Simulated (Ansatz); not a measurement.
`Cl[SiH](Cl)[O][GeH3]` + `F[SiH]1CN1` → `F[SiH]1C[N]1[GeH3]` + `O[SiH](Cl)Cl`  (ligand exchange at a Ge–O bond)

Program: Ansatz. Geometries: PBE0-D4/def2-TZVP. ΔE: electronic, gas phase. CCSD(T)/CBS is the MP2 limit (def2-TZVPP, def2-QZVPP) plus CCSD(T) − MP2 in def2-TZVPP, frozen cores. This one scheme is used for every species. Functionals use def2-TZVPP. B3LYP here is the variant with VWN-RPA as its local correlation; programs differ in this. For Ge outer-core shells are correlated without core-valence functions, which leaves a few kJ/mol of doubt a bond. Scalar relativity is left out up to krypton. One conformer a species, not always the lowest.

```tsv
level	ΔE (kJ/mol)	difference from CCSD(T)/CBS
PBE0-D4	15.7	-1.5
ωB97M-V	20.2	3.0
B2PLYP	18.3	1.1
PBE	14.7	-2.5
B3LYP	19.2	2.0
CCSD/def2-TZVPP	17.7	0.5
CCSD(T)/def2-TZVPP	16.7	-0.5
MP2/def2-QZVPP	14.8	-2.4
SCS-MP2/def2-QZVPP	18.0	0.8
CCSD/CBS(def2)	18.1	0.9
CCSD(T)/CBS	17.2	0
```

Largest T1 diagnostic among the species: 0.012.

In def2-TZVPP, CCSD(T) changes the Hartree–Fock value by −7.2 kJ/mol (the triples alone add −0.9 kJ/mol) and MP2 by −9.7 kJ/mol.
